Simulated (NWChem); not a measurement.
**Basis-set convergence for I2Pb**

```xyz
3

Pb     0.0000     0.0000     0.9997
I     -2.2471     0.0000    -0.7733
I      2.2471     0.0000    -0.7733
```
Charge 0, spin multiplicity 1.

The numbers come from NWChem runs, not from measurements. The geometry was optimised at B3LYP/def2-SVP with def2 effective core potentials on I, Pb, a minimum by its harmonic frequencies.

Quantity: dipole moment at the level PBE0.

Effective core potentials replace the inner electrons of I, Pb; spin-orbit coupling is left out. The structure started from a generated list of species.

| basis | functions | dipole moment (D) |
|---|---|---|
| def2-SVP | 78 | (withheld) |
| def2-SVPD | 102 | (withheld) |
| def2-TZVP | 150 | 3.92 |
| def2-TZVPP | 150 | 3.92 |
| def2-TZVPD | 174 | 3.87 |
| def2-QZVP | 246 | 3.88 |

Fill in the missing entries.


- def2-SVP, dipole moment (D): 4.05
- def2-SVPD, dipole moment (D): 3.85
